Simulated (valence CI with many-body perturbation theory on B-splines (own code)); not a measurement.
## E1 transitions of As XXI

Method: configuration interaction combined with many-body perturbation theory (CI+MBPT): three valence electrons over a frozen Dirac-Fock core [Ne], a basis of 11 s, 11 p, 9 d, 7 f, 5 g, 2 h, 1 i functions for each j, with the one-electron correlation potential Σ1 (screened to all orders), the two-electron term Σ2, the three-electron term Σ3, Breit, model QED; selected single and double excitations, second order for the rest (own B-spline code, finite nucleus).

No measured spectrum was set against this ion. As an estimate, levels of excited configurations hold to 0.05 to 0.15 % of their energy, terms of the ground configuration to about 0.5 %.

Lines 101 to 150 of 276 in falling wavelength, among levels below 1712300 cm⁻¹, chosen from the strongest by gf and those to the six lowest levels. Wavelengths and rates use the calculated energies, so an error of 400 cm⁻¹ moves a line at 18.61 nm by 0.074 % and its rate by three times that or more. Electric multipoles are in the length gauge, E1 and E2 with the static RPA response of the core. Weak lines are less certain than strong ones. Lines between different terms over intervals too small for the method are left out, as are lines whose strength nearly cancels. Where a level lies close to another of its J and parity, the split of strength between their lines is uncertain. The highest levels of a list are the least certain.

Names give the largest LS component (configuration and term), which can be under half, so a name can repeat, a term be missing and a line seem to break the LS rules; names also repeat where a configuration has a term twice. Letters in brackets count levels of one name in rising energy.

| λ vac (nm) | Upper | Lower | A (s⁻¹) | S (a.u.) with core polarisation | S without |
| --- | --- | --- | --- | --- | --- |
| 18.61 | 3p2.3d 4D_1/2 | 3s.3p.3d 4F°_3/2 | 2.07e+10 | 1.32e-01 | 1.36e-01 |
| 18.60 | 3s.3p.3d 2F°_5/2 [b] | 3s2.3d 2D_3/2 | 4.46e+10 | 8.50e-01 | 8.76e-01 |
| 18.56 | 3p3 2D°_5/2 | 3s.3p2 4P_3/2 | 2.86e+07 | 5.42e-04 | 5.56e-04 |
| 18.39 | 3p3 2D°_3/2 | 3s.3p2 4P_1/2 | 3.32e+09 | 4.08e-02 | 4.21e-02 |
| 18.32 | 3p2.3d 4D_3/2 | 3s.3p.3d 4F°_5/2 | 1.12e+10 | 1.36e-01 | 1.40e-01 |
| 18.28 | 3p2.3d 4D_5/2 | 3s.3p.3d 4F°_5/2 | 1.07e+10 | 1.93e-01 | 1.99e-01 |
| 18.25 | 3p3 4S°_3/2 | 3s.3p2 4P_3/2 | 1.83e+10 | 2.19e-01 | 2.26e-01 |
| 18.18 | 3p2.3d 2P_3/2 [b] | 3s.3p.3d 2F°_5/2 [a] | 7.42e+09 | 8.80e-02 | 9.07e-02 |
| 18.17 | 3p2.3d 4P_1/2 | 3s.3p.3d 4D°_1/2 | 1.20e+10 | 7.08e-02 | 7.30e-02 |
| 18.16 | 3p2.3d 2G_9/2 | 3s.3p.3d 4F°_9/2 | 7.01e+09 | 2.07e-01 | 2.14e-01 |
| 18.13 | 3s.3p.3d 4P°_5/2 | 3s.3p2 2D_5/2 | 2.94e+09 | 5.18e-02 | 5.34e-02 |
| 18.11 | 3p3 2P°_3/2 | 3s.3p2 2D_3/2 | 1.02e+09 | 1.19e-02 | 1.23e-02 |
| 17.92 | 3p2.3d 2G_7/2 | 3s.3p.3d 4F°_7/2 | 4.42e+09 | 1.00e-01 | 1.04e-01 |
| 17.92 | 3s.3p.3d 2D°_3/2 [b] | 3s2.3d 2D_5/2 | 2.37e+10 | 2.69e-01 | 2.77e-01 |
| 17.88 | 3p2.3d 4D_3/2 | 3s.3p.3d 4F°_3/2 | 6.24e+09 | 7.05e-02 | 7.26e-02 |
| 17.85 | 3p2.3d 2F_5/2 [b] | 3s.3p.3d 2D°_3/2 [a] | 1.52e+10 | 2.57e-01 | 2.64e-01 |
| 17.85 | 3s.3p.3d 2P°_1/2 [b] | 3s2.3d 2D_3/2 | 4.42e+10 | 2.48e-01 | 2.56e-01 |
| 17.83 | 3s.3p2 2S_1/2 | 3s2.3p 2P°_3/2 | 4.03e+10 | 2.25e-01 | 2.32e-01 |
| 17.82 | 3s.3p2 2P_1/2 | 3s2.3p 2P°_1/2 | 4.86e+10 | 2.71e-01 | 2.80e-01 |
| 17.78 | 3p2.3d 4D_7/2 | 3s.3p.3d 4F°_7/2 | 2.47e+09 | 5.49e-02 | 5.66e-02 |
| 17.73 | 3s.3p.3d 2D°_5/2 [b] | 3s2.3d 2D_5/2 | 3.68e+10 | 6.07e-01 | 6.26e-01 |
| 17.72 | 3p2.3d 2F_7/2 [b] | 3s.3p.3d 2F°_5/2 [a] | 3.09e+09 | 6.80e-02 | 7.00e-02 |
| 17.69 | 3s.3p.3d 2P°_3/2 [b] | 3s2.3d 2D_5/2 | 2.61e+10 | 2.86e-01 | 2.94e-01 |
| 17.65 | 3s.3p.3d 2D°_3/2 [b] | 3s2.3d 2D_3/2 | 1.13e+10 | 1.22e-01 | 1.26e-01 |
| 17.61 | 3s.3p.3d 4P°_5/2 | 3s.3p2 2D_3/2 | 2.11e+08 | 3.42e-03 | 3.53e-03 |
| 17.55 | 3p2.3d 2D_5/2 [b] | 3s.3p.3d 2F°_5/2 [a] | 5.45e+09 | 8.73e-02 | 9.00e-02 |
| 17.46 | 3s.3p2 2P_3/2 | 3s2.3p 2P°_3/2 | 5.72e+10 | 6.01e-01 | 6.20e-01 |
| 17.45 | 3s.3p.3d 4D°_3/2 | 3s.3p2 2D_3/2 | 2.61e+09 | 2.73e-02 | 2.82e-02 |
| 17.44 | 3p2.3d 2P_3/2 [b] | 3s.3p.3d 2D°_3/2 [a] | 9.56e+09 | 1.00e-01 | 1.03e-01 |
| 17.43 | 3s.3p.3d 2P°_3/2 [b] | 3s2.3d 2D_3/2 | 3.01e+10 | 3.14e-01 | 3.24e-01 |
| 17.40 | 3s.3p.3d 4D°_1/2 | 3s.3p2 2D_3/2 | 1.14e+07 | 5.92e-05 | 6.19e-05 |
| 17.37 | 3p2.3d 2F_7/2 [a] | 3p3 2D°_5/2 | 5.95e+09 | 1.23e-01 | 1.27e-01 |
| 17.27 | 3p3 4S°_3/2 | 3s.3p2 4P_1/2 | 9.61e+09 | 9.77e-02 | 1.01e-01 |
| 17.16 | 3s.3p.3d 4F°_5/2 | 3s.3p2 4P_5/2 | 8.26e+08 | 1.24e-02 | 1.27e-02 |
| 17.10 | 3s.3p.3d 2P°_3/2 [a] | 3s.3p2 2P_3/2 | 1.14e+10 | 1.13e-01 | 1.16e-01 |
| 17.05 | 3p2.3d 2D_5/2 [a] | 3p3 2P°_3/2 | 1.20e+10 | 1.76e-01 | 1.81e-01 |
| 17.04 | 3p2.3d 2P_3/2 [a] | 3p3 2D°_5/2 | 1.67e+10 | 1.63e-01 | 1.68e-01 |
| 17.04 | 3p2.3d 2F_7/2 [b] | 3s.3p.3d 2D°_5/2 [a] | 1.43e+10 | 2.79e-01 | 2.88e-01 |
| 16.88 | 3p2.3d 2D_5/2 [b] | 3s.3p.3d 2D°_5/2 [a] | 3.37e+09 | 4.80e-02 | 4.95e-02 |
| 16.80 | 3s.3p.3d 4D°_7/2 | 3s.3p2 2D_5/2 | 2.75e+09 | 5.14e-02 | 5.29e-02 |
| 16.77 | 3s.3p.3d 4F°_3/2 | 3s.3p2 4P_3/2 | 9.00e+08 | 8.38e-03 | 8.63e-03 |
| 16.58 | 3s.3p.3d 4F°_7/2 | 3s.3p2 4P_5/2 | 2.32e+09 | 4.18e-02 | 4.30e-02 |
| 16.55 | 3p2.3d 2F_7/2 [b] | 3s.3p.3d 4D°_5/2 | 3.15e+09 | 5.63e-02 | 5.80e-02 |
| 16.40 | 3s.3p.3d 4F°_5/2 | 3s.3p2 4P_3/2 | 1.04e+09 | 1.35e-02 | 1.39e-02 |
| 16.39 | 3p2.3d 4P_3/2 [b] | 3p3 2P°_1/2 | 6.84e+09 | 5.95e-02 | 6.13e-02 |
| 16.37 | 3p2.3d 2D_3/2 | 3p3 2P°_3/2 | 6.17e+09 | 5.34e-02 | 5.50e-02 |
| 16.33 | 3s.3p.3d 4D°_5/2 | 3s.3p2 2D_3/2 | 1.79e+09 | 2.31e-02 | 2.38e-02 |
| 16.31 | 3p2.3d 2P_3/2 [a] | 3p3 2D°_3/2 | 5.70e+09 | 4.88e-02 | 5.03e-02 |
| 16.30 | 3s.3p.3d 2D°_5/2 [a] | 3s.3p2 2D_5/2 | 2.51e+10 | 3.22e-01 | 3.32e-01 |
| 16.28 | 3s.3p.3d 4P°_3/2 | 3s.3p2 2D_3/2 | 1.83e+09 | 1.56e-02 | 1.61e-02 |
